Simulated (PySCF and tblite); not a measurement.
Values are calculated unless marked as measured or tabulated.
System: C₈H₇F, numbered as in [F:1][C:2]1=[CH:3][C@H:4]2[CH:5]=[CH:6][C@H:7]3[C@@H:8]1[C@@H:9]23.

Motion: Cope rearrangement (breaking C8–C7, making C3–C5). GFN2-xTB gives an electronic barrier of 7.3 kcal/mol.

Problem. What does PBE0/pcSseg-1 + D3(BJ), IEF-PCM water give on PBE0-D3(BJ)/def2-SVP geometries?

Solution. A barrier of 8.3 kcal/mol, 0.9 above the tight-binding barrier (from unrounded values) and, with GFN2-xTB thermal terms, ΔG‡(298 K) = 7.4 kcal/mol and k = 2.4×10⁷ s⁻¹ (1 equivalent path).

Problem. And the level of the geometries itself, PBE0-D3(BJ)/def2-SVP?

Solution. 9.3 kcal/mol.

Programs: tblite and PySCF.
